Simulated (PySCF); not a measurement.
## Carbon: a sound run and one with changed settings

Sound run: C⁺ [He] 2s2 2p1, C²⁺ [He] 2s2. Computed with PySCF 2.14 in cc-pVTZ-DK (4s3p2d1f, 30 functions), with the spin-free X2C one-electron Hamiltonian (Gaussian nucleus). In the sound run the correlated levels freeze 1s2. The sound run starts from symmetry-adapted Hartree-Fock orbitals and uses a fine grid where one is needed.

Changed run: basis STO-3G, all-electron and non-relativistic. This setting is unsound on purpose.

```json
{"species": "C⁺", "method": "UHF", "sound run (hartree)": "-37.30986", "changed run (hartree)": "-36.87037", "converged": "yes"}
{"species": "C⁺", "method": "PBE", "sound run (hartree)": "-37.38696", "changed run (hartree)": "-36.93592", "converged": "yes"}
{"species": "C⁺", "method": "r2SCAN", "sound run (hartree)": "-37.41862", "changed run (hartree)": "-36.97170", "converged": "yes"}
{"species": "C⁺", "method": "MP2", "sound run (hartree)": "-37.36055", "changed run (hartree)": "-36.89090", "converged": "yes"}
{"species": "C⁺", "method": "CCSD(T)", "sound run (hartree)": "-37.38550", "changed run (hartree)": "-36.91145", "converged": "yes"}
{"species": "C²⁺", "method": "UHF", "sound run (hartree)": "-36.42264", "changed run (hartree)": "-35.97831", "converged": "yes"}
{"species": "C²⁺", "method": "PBE", "sound run (hartree)": "-36.47461", "changed run (hartree)": "-36.01618", "converged": "yes"}
{"species": "C²⁺", "method": "r2SCAN", "sound run (hartree)": "-36.50077", "changed run (hartree)": "-36.04962", "converged": "yes"}
{"species": "C²⁺", "method": "MP2", "sound run (hartree)": "-36.46563", "changed run (hartree)": "-36.01050", "converged": "yes"}
{"species": "C²⁺", "method": "CCSD(T)", "sound run (hartree)": "-36.49548", "changed run (hartree)": "-36.04086", "converged": "yes"}
```

Ionisation energy of C⁺:

```csv
method,sound run (eV),changed run (eV)
UHF,24.142,24.274
PBE,24.826,25.027
r2SCAN,24.976,25.091
MP2,24.352,23.957
SCS-MP2,24.313,23.893
CCSD,24.188,23.690
CCSD(T),24.219,23.690
```

A minimal basis cannot let orbitals breathe on ionisation and holds almost no correlation. The Hamiltonian changed with the basis, so the totals do not compare.

For comparison, NIST gives 24.383 eV between the lowest levels.
